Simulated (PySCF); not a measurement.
**Fractional electron number in Co²⁺ (cobalt, charge +2)**

The 3d beta orbital of [Ar] 3d7 is emptied in steps (occupation f), with all orbitals relaxed, ending at [Ar] 3d6. Computed with PySCF 2.14 in aug-cc-pVTZ (8s7p5d3f2g, 93 functions), with the non-relativistic Hamiltonian (point nucleus). The exact energy is a straight line in f; departures are measured from the line between the end points of the same method.

| f | BLYP (eV) |
| --- | --- |
| 1 | 0.000 |
| 0.8 | -1.339 |
| 0.6 | -2.025 |
| 0.4 | -2.042 |
| 0.2 | -1.371 |
| 0 | 0.000 |

Problem. For BLYP, how does the orbital energy at f = 1 compare with the removal energy?

Solution. −ε = 26.189 eV against a total-energy difference of 34.480 eV. By Janak's theorem ε = ∂E/∂f, so the gap between them reflects the curvature. Along the path −ε is 29.401 (f = 0.8), 32.708 (f = 0.6), 36.101 (f = 0.4), 39.572 (f = 0.2) eV.

Reference removal energy between the ground levels: 33.5 ± 0.06 eV (semi-empirical (NIST evaluation); NIST Atomic Spectra Database, ionization energies). The calculation has no spin-orbit coupling. The determinant left behind need not be the lowest term of the ion.
